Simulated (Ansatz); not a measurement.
Start from `C[Se][AlH][BH]S` and change one atom or group to get `C[Se][AlH][F]`.

Ansatz, PBE0-D4/def2-TZVP geometries, multiplicity 1. Each molecule was computed in one conformer, which needn't be the lowest.

Scalar relativity is left out up to krypton.

| property | `C[Se][AlH][BH]S` |
| --- | --- |
| size of the dipole moment (PBE/def2-TZVPP) / D | 1.62 |
| HOMO energy (ωB97M-V/def2-TZVPP) / eV | -8.96 |
| LUMO energy (PBE0/def2-TZVPP) / eV | -2.14 |
| HOMO–LUMO gap (ωB97M-V/def2-TZVPP) / eV | 8.67 |
| HOMO–LUMO gap (PBE0/def2-TZVPP) / eV | 4.72 |
| HOMO–LUMO gap (B3LYP/def2-TZVPP) / eV | 4.36 |

Question: What does the change do to each property? (Estimate.)

Answer: The calculation gave: 
```
                                      property  `C[Se][AlH][F]`  shift
size of the dipole moment (PBE/def2-TZVPP) / D             2.50   0.88
         HOMO energy (ωB97M-V/def2-TZVPP) / eV            -9.21  -0.25
            LUMO energy (PBE0/def2-TZVPP) / eV            -0.94   1.20
       HOMO–LUMO gap (ωB97M-V/def2-TZVPP) / eV             9.87   1.20
          HOMO–LUMO gap (PBE0/def2-TZVPP) / eV             6.16   1.44
         HOMO–LUMO gap (B3LYP/def2-TZVPP) / eV             5.72   1.36
```

With PBE0 the HOMO falls by 0.24 eV and the LUMO rises by 1.20 eV, so the gap widens by about 1.44 eV. PBE moves the HOMO by -0.19 eV and ωB97M-V by -0.25 eV. Dipoles are sizes alone; their direction can turn.

B3LYP here is the variant with VWN-RPA as its local correlation; programs differ in this.

Spin–orbit coupling is left out; it splits and shifts lone-pair levels of the heavy atoms by tenths of an eV.
